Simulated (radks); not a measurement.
Species: Ce IV. Configuration: [Xe] 4f1 (the NIST ground configuration).

Method: Dirac Kohn-Sham, PBE, spin-unpolarised, spherical densities, point nucleus; open shells fill j = l - 1/2 first; computed with a radial shooting solver on a logarithmic mesh with Libxc functionals.

Energy parts (eV):
total: -241197.81
kinetic: 258797.31
electron-nucleus: -586230.83
Hartree: 91934.85
exchange-correlation: -5699.14

Orbitals (lengths in bohr, moments of r in powers of bohr):
| orbital | occ. | eigenvalue (eV) | <r^4> |
|---|---|---|---|
| 1s1/2 | 2 | -40259.62 | 1.775e-06 |
| 2s1/2 | 2 | -6463.256 | 0.0002922 |
| 2p1/2 | 2 | -6103.221 | 0.0001839 |
| 2p3/2 | 4 | -5656.616 | 0.0002293 |
| 3s1/2 | 2 | -1410.215 | 0.01191 |
| 3p1/2 | 2 | -1257.839 | 0.01109 |
| 3p3/2 | 4 | -1170.068 | 0.01310 |
| 3d3/2 | 4 | -903.8300 | 0.01004 |
| 3d5/2 | 6 | -884.9829 | 0.01057 |
| 4s1/2 | 2 | -304.0612 | 0.3054 |
| 4p1/2 | 2 | -247.4727 | 0.3584 |
| 4p3/2 | 4 | -228.6215 | 0.4212 |
| 4d3/2 | 4 | -135.7544 | 0.6509 |
| 4d5/2 | 6 | -132.4508 | 0.6855 |
| 5s1/2 | 2 | -63.5910 | 9.292 |
| 5p1/2 | 2 | -47.8948 | 14.57 |
| 5p3/2 | 4 | -45.0121 | 17.19 |
| 4f5/2 | 1 | -28.7937 | 5.016 |
| 4f7/2 | 0 | -28.4514 | 5.204 |

The highest occupied level is 4f5/2 at -28.794 eV. Summed over all electrons, <r^2> = 38.36 bohr^2, which gives a Langevin (diamagnetic) susceptibility term of -30.4 x 10^-6 cm^3/mol.
